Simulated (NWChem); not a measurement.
ZrNHCl₂; SMILES [Cl][Zr](=[NH])[Cl]

```xyz
5

Zr    -0.1852     0.0007    -0.0001
N     -1.5482     0.0026    -1.1586
H     -2.2534     0.0040    -1.8917
Cl     0.9614     2.0895     0.0755
Cl     0.9577    -2.0903     0.0729
```
Atoms are numbered in this order, from 1.

Level: PBE0/def2-SVP with def2 effective core potentials on Zr (NWChem), optimised geometry, unscaled harmonic frequencies. def2 effective core potentials on Zr; no spin-orbit coupling.

Q: List the harmonic frequencies with IR intensities, and the thermochemistry.

A: 
```tsv
frequency (cm⁻¹)	IR intensity (km/mol)
56	23.1
109	6.3
174	0.2
365	32.9
415	100.1
520	223.2
679	187.8
971	154.7
3637	131.6
```

- zero-point energy: 9.9 kcal/mol
- thermal correction to the enthalpy at 298.15 K (with zero-point energy): 14.2 kcal/mol
- heat capacity Cv: 17.2 cal/(mol K)
- entropy at 298.15 K and 1 atm (symmetry number 1): 82.8 cal/(mol K)

Rigid rotor and harmonic oscillator; modes under 100 cm⁻¹ make the entropy uncertain.
